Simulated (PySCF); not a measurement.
Some computed properties have been withheld. Give your best values.

Species: C6H5NOS.
Z-matrix (Å and degrees, GFN2-xTB geometry), rows numbered from 1:
```
N 
C   1  1.3762
C   2  1.3704  1  130.52
C   3  1.4158  2  104.55  1   175.82
S   4  1.7210  3  141.91  2   179.84
C   5  1.7396  4   90.28  3   179.92
C   6  1.3599  5  114.02  4     0.00
C   4  1.3877  3  107.14  2    -0.09
O   2  1.3583  1  116.84  3   175.83
H   1  1.0075  2  114.81  3    28.71
H   1  1.0090  2  113.84  3   162.88
H   3  1.0688  2  127.13  1    -3.75
H   6  1.0711  5  118.25  4  -179.99
H   7  1.0737  6  124.55  5  -179.78
```

| property | level | value |
| --- | --- | --- |
| rotational constants A, B, C of the GFN2-xTB geometry | GFN2-xTB | ? |
| dipole moment | CAM-B3LYP/def2-SVPD | 2.21 D |
| HOMO energy | CAM-B3LYP/def2-SVPD | ? |
| LUMO energy | CAM-B3LYP/def2-SVPD | ? |
| lowest singlet excitation | TDDFT CAM-B3LYP/def2-SVPD | 4.75 eV (261 nm, f = 0.329) |
| lowest triplet excitation (Tamm–Dancoff) | TDA CAM-B3LYP/def2-SVPD | ? |
| static isotropic polarisability | CAM-B3LYP/def2-SVPD | ? |
| electronic spatial extent ⟨r²⟩ about the centre of nuclear charge | CAM-B3LYP/def2-SVPD | 1305 bohr² |

Electronic properties: PySCF, gas phase, density fitting.

(1) The rotational constants A, B, C of the GFN2-xTB geometry?

(2) The LUMO energy?

(3) Give the static isotropic polarisability.

(4) What is the HOMO energy?

(5) Give the lowest triplet excitation (Tamm–Dancoff).

## Answers

(1) 3.989, 1.055, 0.835 GHz.

(2) 0.84 eV.

(3) 98.5 au.

(4) -6.54 eV.

(5) 3.16 eV.

The polarisability is 14.60 Å³ as a volume (1 au = 0.148185 Å³), or 1.37 au for each of the 72 electrons. With B = h/(8π²I), that is 505.379 GHz u Å² over I, the principal moments of inertia are 126.7, 478.9 and 605.1 u Å² (most abundant isotopes). The 8 singlets span 4.75 to 6.04 eV, and their oscillator strengths add up to 0.51. The principal polarisabilities are 58.4, 95.6 and 141.5 au; their mean is the isotropic value.
